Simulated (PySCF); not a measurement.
# Spinor energies of Ti²⁺ (titanium, charge +2)

Start: [Ar] 3d1 4p1; 3d5/2 filled at m_j = +5/2; 4p3/2 filled at m_j = +3/2. Calculated with PySCF 2.14 in x2c-TZVPall-2c: generalised Hartree-Fock with the X2C-1e Hamiltonian and a Gaussian nucleus; one run each with spin-orbit coupling (SO) switched off, then screened by Boettger's factors. This is a chosen level, not necessarily the ground level.

| spinor shell | electrons | ε, spin-free (eV) | ε, screened SO (eV) | weight of nominal j (screened SO) | rms radius, screened SO (bohr) |
| --- | --- | --- | --- | --- | --- |
| 1s1/2 | 2 | -5042.1 | -5042.1 | 1.000 | 0.0804 |
| 2s1/2 | 2 | -614.23 | -614.24 | 1.000 | 0.350 |
| 2p1/2 | 2 | -509.90 | -513.76 | 0.997 | 0.318 |
| 2p3/2 | 4 | -509.90 | -508.03 | 0.998 | 0.321 |
| 3s1/2 | 2 | -102.69 | -102.71 | 1.000 | 1.07 |
| 3p3/2 | 4 | -72.152 | -72.528 | 0.855 | 1.15 |
| 3p1/2 | 2 | -72.152 | -71.454 | 0.709 | 1.15 |
| 3d5/2 | 1 | -34.302 | -34.291 | 1.000 | 1.44 |
| 4p3/2 | 1 | -17.410 | -17.387 | 1.000 | 3.55 |

```
   quantity   spin-free  screened SO
E (hartree)  -851.71354   -851.71844
        M_J           4            4
       ⟨J²⟩      20.005       20.005
       ⟨L²⟩      12.004       12.005
       ⟨S²⟩       2.001        2.001
```

Each row is a mean over spinors that exchange with the open shell spreads, by up to 5.794 eV (3p3/2).

Rows whose weight is well below 1 are mixtures of j = l ± 1/2: exchange outweighs spin-orbit coupling there, and the label is only the starting occupation.

Without spin-orbit coupling the j labels of p, d and f shells carry no meaning; the spin-free column gives the mean over the occupied spinors of each nl shell.
